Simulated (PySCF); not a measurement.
Species: C₄H₈GeOSi.
Structure used (PBE0-D3(BJ)/def2-SVP), in Å, numbered top down from 1:
```
atom  x, y, z in Å
C1    -1.893    0.740   -0.526
C2    -2.047    0.468    0.943
O3    -3.088    0.623    1.539
Si4   -0.556   -0.181    2.006
C5     0.996   -0.216    1.028
C6     1.995   -0.205    0.320
Ge7    3.551   -0.184   -0.776
H8    -2.855    1.051   -0.957
H9    -1.512   -0.159   -1.037
H10   -1.133    1.524   -0.678
H11   -0.901   -1.557    2.464
H12   -0.405    0.725    3.178
H13    3.867    1.272   -1.146
H14    3.266   -1.004   -2.043
H15    4.716   -0.802    0.009
```

The calculation used TDDFT CAM-B3LYP/def2-SVPD, vertical, gas phase, core orbitals frozen in the response in PySCF. The CAM-B3LYP/def2-SVPD calculation is non-relativistic and has no spin–orbit coupling, an omission that weighs most on germanium.

Frontier orbitals with the atoms that hold most of them (Löwdin shares over 4%, at most four atoms; ? is withheld):

```csv
orbital,ε (eV),atoms
LUMO+2,0.59,"Ge7 46%, C6 10%, H14 8%, Si4 7%"
LUMO+1,0.31,"C5 25%, C6 25%, Si4 15%, Ge7 14%"
LUMO,-0.22,?
HOMO,?,?
HOMO-1,-9.57,"C5 36%, C6 36%, Si4 7%, Ge7 7%"
HOMO-2,-9.89,"C5 36%, C6 34%, Ge7 7%, O3 6%"
HOMO-3,-11.46,"Si4 21%, O3 14%, H12 13%, H11 13%"
```

(1) Give the leading atoms of the HOMO.

(2) Which atoms hold the LUMO, and with what shares?

(3) What is the HOMO energy, and the HOMO–LUMO gap?

Results:

(1) O3 (bonded to C) 46%; C2 (bonded to C, O and Si) 17%; Si4 (bonded to 2 C and 2 H) 11%; C1 (bonded to C and 3 H) 10%. By element: oxygen 46%, carbon 27% or more, silicon 11%.

(2) C2 (bonded to C, O and Si) 30%; O3 (bonded to C) 23%; Si4 (bonded to 2 C and 2 H) 15%; C1 (bonded to C and 3 H) 7%. By element: carbon 36% or more, oxygen 23%, silicon 15%.

(3) ε(HOMO) = -8.36 eV; the gap is 8.14 eV (0.2991 hartree).

Task: How does S1 compare with the orbital gap of 8.14 eV?

Result: S1 is at 3.58 eV (f = 0.0010), 4.56 eV below the gap, made of HOMO→LUMO (82%), HOMO→LUMO+3 (12%). 

Next come S2 at 5.52 eV (f 0.0001), HOMO-1→LUMO+1 (34%), HOMO→LUMO+3 (20%), HOMO-2→LUMO+3 (19%); S3 at 5.71 eV (f 0.037), HOMO→LUMO+1 (36%), HOMO-2→LUMO+1 (22%), HOMO-1→LUMO+3 (21%); S4 at 5.74 eV (f 0.0041), HOMO-1→LUMO+1 (56%), HOMO→LUMO+3 (16%), HOMO-2→LUMO+3 (9%); S5 at 6.36 eV (f 0.171), HOMO→LUMO+1 (47%), HOMO-1→LUMO (15%), HOMO-2→LUMO+1 (12%).

Löwdin shares depend on the basis, the more so with diffuse functions.

Hardware: an Arm Neoverse N1 with one thread (shared host). Cost: 1.8 min.

One conformer stands for the species.
